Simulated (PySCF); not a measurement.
ReOCl5, SMILES [O]=[Re]([Cl])([Cl])([Cl])([Cl])[Cl], multiplicity 1. Geometry optimised at PBE-D3(BJ)/def2-SVP. The spin state was assumed, not searched. The def2 effective core potentials stand for the cores of Re; spin–orbit coupling is left out.

Computed equilibrium geometry at PBE-D3(BJ)/def2-SVP (PySCF confirms it by a frequency run) as bond lengths and angles, and its point group:
point group C4v.
Atoms: Re1 O2 Cl3 Cl4 Cl5 Cl6 Cl7. Bonded distances (Å): Re1–O2 1.713, Re1–Cl3 2.325, Re1–Cl4 2.325, Re1–Cl5 2.325, Re1–Cl6 2.325, Re1–Cl7 2.375. Angles (°): O2–Re1–Cl3 92.6, O2–Re1–Cl4 92.6, O2–Re1–Cl5 92.6, O2–Re1–Cl6 92.6, O2–Re1–Cl7 180.0, Cl3–Re1–Cl4 89.9, Cl3–Re1–Cl5 89.9, Cl3–Re1–Cl6 174.8, Cl3–Re1–Cl7 87.4, Cl4–Re1–Cl5 174.8, Cl4–Re1–Cl6 89.9, Cl4–Re1–Cl7 87.4, Cl5–Re1–Cl6 89.9, Cl5–Re1–Cl7 87.4, Cl6–Re1–Cl7 87.4.
